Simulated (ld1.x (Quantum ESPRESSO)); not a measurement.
**iodine, PAW: configuration errors across variants**

- Element: I
- Generator: ld1.x (Quantum ESPRESSO) 7.5
- Type: PAW
- Functional: PBE
- Relativity: scalar-relativistic
- Frozen core: [Ar] 3d10
- Valence charge: 25
- Reference configuration: 4s2 4p6 4d10 5s2 5p5
- Partial waves: 4s (bound): rcut 1.40, rcutus 1.50 bohr; 5s (bound): rcut 1.40, rcutus 1.50 bohr; 4p (bound): rcut 1.30, rcutus 1.40 bohr; 5p (bound): rcut 1.30, rcutus 1.40 bohr; 4d (bound): rcut 0.90, rcutus 0.95 bohr; 4d channel at -3.3 Ry: rcut 0.90, rcutus 0.95 bohr
- Local potential: all-electron potential smoothed inside 0.75 bohr (lloc = -1)
- Core correction: Bessel-smoothed model core, default radius (core density twice the valence density)
- Augmentation charge: PSQ, inside the norm-conserving radii

All-electron excitation energies from the reference (eV): (1) 4s2 4p6 4d10 5s2 5p4 11.131; (2) 4s2 4p6 4d10 5s2 5p3 30.977; (3) 4s2 4p6 4d10 5s2 5p2 60.305; (4) 4s2 4p6 4d10 5s2 5p4.5 4.532; (5) 4s2 4p6 4d10 5s1 5p5 22.111.

The default core radius of the base comes out at 0.48 bohr.

The overlap operator is not positive definite (basis up to 400 Ry) in “base”, “local potential all-electron potential smoothed inside 1.14 bohr (lloc = -1)”, “wave 4d channel at -3.3 Ry: rcut 0.90, rcutus 0.95 bohr becomes 4d channel at -3.56 Ry: rcut 0.90, rcutus 0.95 bohr”, “waves 4d (bound): rcut 0.90, rcutus 1.00 bohr; 4d channel at -3.3 Ry: rcut 0.90, rcutus 1.00 bohr”, “waves 4s (bound): rcut 0.96, rcutus 1.02 bohr; 5s (bound): rcut 0.96, rcutus 1.02 bohr”, “core correction Bessel-smoothed model core inside 0.74 bohr”. Such files are unfit for use, however small their errors in these radial tests.

3 further variants failed, have other tests or too few solved ones, and are left out.

A true bound ghost makes a file unfit for plane-wave use even where its test errors are small: the radial tests pick states by their node count and pass the ghost by.

Errors AE − PS in meV (a dash: test not solved or not reliable):

| change | (1) | (2) | (3) | (4) | (5) | bound ghosts |
| --- | --- | --- | --- | --- | --- | --- |
| base | +1.5 | +17 | +54 | -0.3 | +8.1 | s (p not tested, overlap not positive) |
| local potential all-electron potential smoothed inside 1.14 bohr (lloc = -1) | +0.1 | +10 | +41 | -0.6 | +15 | not determined (overlap not positive) |
| wave 4d channel at -3.3 Ry: rcut 0.90, rcutus 0.95 bohr becomes 4d channel at -3.56 Ry: rcut 0.90, rcutus 0.95 bohr | +1.6 | +17 | +55 | -0.3 | +8.1 | s (p not tested, overlap not positive) |
| waves 4d (bound): rcut 0.90, rcutus 1.00 bohr; 4d channel at -3.3 Ry: rcut 0.90, rcutus 1.00 bohr | +1.7 | +18 | +59 | -0.2 | +9.3 | s (p not tested, overlap not positive) |
| waves 4s (bound): rcut 0.96, rcutus 1.02 bohr; 5s (bound): rcut 0.96, rcutus 1.02 bohr | +1.9 | +18 | +53 | -0.1 | +7.1 | s (p not tested, overlap not positive) |
| core correction Bessel-smoothed model core inside 0.74 bohr | +1.4 | +16 | +54 | -0.3 | +11 | s (p not tested, overlap not positive) |

Question: Give the same row for: local potential all-electron potential smoothed inside 1.45 bohr (lloc = -2).

Answer: -0.5, +6.4, +33, -0.6, –; bound ghosts: none.
